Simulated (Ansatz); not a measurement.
Potential energy curve for LiNa, singlet.

Calculation: full CI/aug-cc-pVDZ, frozen core run with Ansatz (an electronic-structure program).

### Question
Relative to R = 2.93 Å, what are the energies at R = 2.73, 3.87, 4.92, 7.19 Å?

### Answer
0.9 kcal/mol at 2.73 Å, 6.0 kcal/mol at 3.87 Å, 14.3 kcal/mol at 4.92 Å, 18.6 kcal/mol at 7.19 Å.
